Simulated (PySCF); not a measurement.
Compound: C3H2F2N2O2.
Numbering: `[F:1][CH:2]([F:3])[O:4][c:5]1[n:6][cH:7][n:8][o:9]1`

NICS = −σ at a ghost point: NICS(0) at the centroid of the ring atoms, NICS(1) 1 Å to either side along the normal of their mean plane, zz for the tensor component along that normal. Level: GIAO PBE0/pcSseg-1 (PySCF, non-relativistic, gas phase) on the GFN2-xTB geometry, one conformer.

Ring bond lengths (Å), with Mayer bond orders in brackets: C5–N6 1.297 (1.59), N6–C7 1.362 (1.25), C7–N8 1.293 (1.70), N8–O9 1.364 (0.96), O9–C5 1.329 (1.14).

**Question.** What do the NICS probes read (ppm)?

**Answer.** 
```json
{"ring": "C5–N6–C7–N8–O9", "type": "5-membered ring with 2 N and O; formal bonds all aromatic", "NICS(0)": "-10.4", "NICS(1), two faces": "-9.4 / -9.3", "NICS(1)zz, two faces": "-23.8 / -23.8", "rms pucker (Å)": "0.00", "centre to ring atoms, mean (Å)": "1.13"}
```

**Question.** What do they say, and how far can they be read as aromaticity?

**Answer.** 
- C5–N6–C7–N8–O9: mean NICS(1)zz -23.8 ppm, shielded, aromatic by this magnetic criterion (flat ring, no four-coordinate atom).

**Question.** How equal are the bonds by HOMA? HOMA = 1 − mean of α(R − Ropt)² over the ring bonds, with Krygowski's 1993 parameters (CN: Ropt 1.334 Å, α 93.52 Å⁻²; CO: Ropt 1.265 Å, α 157.38 Å⁻²; NO: Ropt 1.248 Å, α 57.21 Å⁻²).

**Answer.** 
- C5–N6–C7–N8–O9: HOMA 0.65; the largest term is that of N8–O9, α(R − Ropt)² = 0.77.

**Question.** What is the mean of the two in-plane components of NICS at the first NICS(1) probe listed for ring C5–N6–C7–N8–O9, 1 Å off the ring?

**Answer.** The isotropic value is a third of the trace: (3 × -9.4 − (-23.8))/2 = -2.2 ppm.

**Question.** Give the inner angles of the rings and the Hirshfeld charges of the ring atoms.

**Answer.** 
- C5–N6–C7–N8–O9: C5 113.8° (+0.218 e), N6 101.8° (-0.212 e), C7 113.6° (+0.057 e), N8 105.3° (-0.115 e), O9 105.6° (-0.026 e); sum 540.0° against 540° for a flat convex ring.

**Question.** What are the shieldings of the ring atoms and their hydrogens in the same run (means over atoms taken as equivalent)?

**Answer.** 
```
  atoms                          environment  σ isotropic (ppm)
     C5       aromatic carbon bearing oxygen                6.3
     N6               pyridine-type nitrogen               34.1
     C7  aromatic CH next to a ring nitrogen               24.9
     N8               pyridine-type nitrogen             -124.2
     O9                          ring oxygen              -33.2
H on C7                    aromatic hydrogen              23.48
```

Conformer computed: `[F:1][CH:2]([F:3])[O:4][c:5]1[n:6][cH:7][n:8][o:9]1`: F1–C2–O4–C5 149°, C2–O4–C5–N6 -3°.
